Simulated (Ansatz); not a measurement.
Isolated molecules relaxed with PBE0-D4/def2-TZVP in Ansatz; ΔE leaves out vibrations. CCSD(T)/CBS is extrapolated from def2-TZVPP and def2-QZVPP, frozen cores. DFT in def2-TZVPP. HSE06 is defined as in plane-wave codes.

`FB(Cl)Cl` + H₂ → `ClBCl` + H–F  (hydrogenolysis of a B–F bond)

```
          level  ΔE (eV)
          HSE06     1.12
CCSD/def2-TZVPP     1.11
```

Problem. What does CCSD(T)/CBS give? (Best estimate.)

Solution. Ansatz gave: +1.11 eV. The listed levels differ from it by 0.01, 0.00 eV.

Largest T1 diagnostic among the species: 0.012.

From PBE to PBE0 (25 % exact exchange), in def2-TZVPP and without D4, ΔE moves by −0.03 eV. At CCSD(T), def2-SVP lies +0.20 eV from the extrapolated value and def2-TZVPP +0.02 eV.
